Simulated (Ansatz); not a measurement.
Ansatz (an electronic-structure program) input (BLYP/def2-TZVPD):

Ansatz 0.2 input:
```yaml
crystal:
  periodic: [false, false, false]
  atoms:
    - {symbol: C, position_ang: [-0.62176241, 1.64875860, 0.51902439]}
    - {symbol: B, position_ang: [-0.40386817, 0.14197737, 0.12413826]}
    - {symbol: C, position_ang: [-1.61278433, -0.86321746, 0.16781543]}
    - {symbol: Si, position_ang: [1.36791159, -0.48088089, -0.42045938]}
    - {symbol: H, position_ang: [-1.53193160, 2.04891947, 0.05891907]}
    - {symbol: H, position_ang: [-0.79394300, 1.70140076, 1.60223498]}
    - {symbol: H, position_ang: [0.20409860, 2.32364583, 0.29090266]}
    - {symbol: H, position_ang: [-2.30039054, -0.61360688, -0.65111972]}
    - {symbol: H, position_ang: [-1.35704619, -1.91833420, 0.06348255]}
    - {symbol: H, position_ang: [-2.19583914, -0.73844464, 1.08689781]}
    - {symbol: H, position_ang: [2.55982775, 0.39042723, -0.54123029]}
    - {symbol: H, position_ang: [1.69108314, -1.88480875, -0.76538587]}
basis:
  gaussian:
    orbitals: def2-TZVPD
hamiltonian:
  xc: {name: BLYP}
magnetization: {spin_polarized: true, initial_magnetization: 1}
output: {forces: true}
```

End of the output:

```
integrals: 0.13 GiB planned
1196 factors; their error is unknown
0.38 GiB of the device are held for the grids
1.12 GiB of device memory are held for the factors and their scratch space
mean field: 1.24 GiB planned
mean field evaluation 1: about -10735.6477 eV, gradient 6.4e1 eV
mean field evaluation 2: about -10597.3488 eV, gradient 1.4e2 eV
mean field evaluation 4: about -10754.7104 eV, gradient 1.7e1 eV
mean field evaluation 8: about -10756.5574 eV, gradient 1.0e-1 eV
mean field evaluation 16: about -10756.5150 eV, gradient 4.4e-3 eV
mean field -10756.51496381 eV, -395.2946338923 hartree, gradient 1.2e-5 eV, S^2 0.753179; 0 other end points of the search recorded, 0 dependent functions left out
the calculation of the forces begins
reference -10756.51537576 eV, -395.2946490311 hartree; 20, 19 occupied and 206, 207 virtual orbitals, 1196 factors
Total energy: -10756.51537576 eV, -395.2946490311 hartree
Atom 0 at    -0.621762     1.648759     0.519024 Å, force     0.051572    -0.044275    -0.039047 eV/Å
Atom 1 at    -0.403868     0.141977     0.124138 Å, force     0.019154    -0.006733    -0.005887 eV/Å
Atom 2 at    -1.612784    -0.863217     0.167815 Å, force     0.078370    -0.001406    -0.000894 eV/Å
Atom 3 at     1.367912    -0.480881    -0.420459 Å, force     0.015159    -0.005329    -0.004659 eV/Å
Atom 4 at    -1.531932     2.048919     0.058919 Å, force    -0.188077     0.105373    -0.080791 eV/Å
Atom 5 at    -0.793943     1.701401     1.602235 Å, force    -0.042855     0.040938     0.222114 eV/Å
Atom 6 at     0.204099     2.323646     0.290903 Å, force     0.151858     0.162181    -0.033286 eV/Å
Atom 7 at    -2.300391    -0.613607    -0.651120 Å, force    -0.163241     0.031513    -0.158765 eV/Å
Atom 8 at    -1.357046    -1.918334     0.063483 Å, force     0.020671    -0.222832    -0.019745 eV/Å
Atom 9 at    -2.195839    -0.738445     1.086898 Å, force    -0.140785     0.010237     0.181875 eV/Å
Atom 10 at     2.559828     0.390427    -0.541230 Å, force     0.143522     0.081605    -0.019066 eV/Å
Atom 11 at     1.691083    -1.884809    -0.765386 Å, force     0.054653    -0.151272    -0.041847 eV/Å
Dipole moment:    -0.065844     0.023147     0.020239 e Å
```

It need not be the lowest isomer of its formula.
